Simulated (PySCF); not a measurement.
CH₂F₄Si, SMILES FC(F)(F)[SiH2]F.

The structure is a stationary point at PBE0-D3(BJ)/def2-SVP.

Level of theory: TDA-B3LYP/def2-SVPD (PySCF).

Vertical excitations. Gas-phase values at a fixed geometry. State labels are in the subgroup Cs.

| state | symmetry | energy (eV) | λ (nm) | f | main pairs |
|---|---|---|---|---|---|
| S1 | A' | 7.71 | 161 | 0.007 | HOMO→LUMO 98 % |
| S2 | A" | 8.19 | 151 | 0.004 | HOMO−1→LUMO 99 % |
| S3 | A' | 8.92 | 139 | 0.003 | HOMO→LUMO+1 95 % |
| S4 | A" | 9.16 | 135 | 0.000 | HOMO→LUMO+3 56 %, HOMO−1→LUMO+1 38 % |
| S5 | A' | 9.40 | 132 | 0.172 | HOMO→LUMO+2 91 % |
| S6 | A" | 9.68 | 128 | 0.176 | HOMO−1→LUMO+1 55 %, HOMO→LUMO+3 33 % |
| S7 | A" | 9.83 | 126 | 0.052 | HOMO−1→LUMO+2 94 % |
| S8 | A" | 9.99 | 124 | 0.022 | HOMO−2→LUMO 93 % |
| S9 | A' | 10.08 | 123 | 0.051 | HOMO→LUMO+4 57 %, HOMO−1→LUMO+3 37 % |
| S10 | A' | 10.31 | 120 | 0.032 | HOMO→LUMO+4 33 %, HOMO−1→LUMO+3 33 %, HOMO−3→LUMO 16 %, HOMO−5→LUMO 10 % |
| T1 | A' | 7.19 | 172 | 0 | HOMO→LUMO 97 % |
| T2 | A" | 7.68 | 161 | 0 | HOMO−1→LUMO 98 % |
| T3 | A' | 8.33 | 149 | 0 | HOMO→LUMO+1 83 %, HOMO→LUMO+2 13 % |
| T4 | A" | 8.43 | 147 | 0 | HOMO→LUMO+3 93 % |
Triplets are in the Tamm–Dancoff approximation.
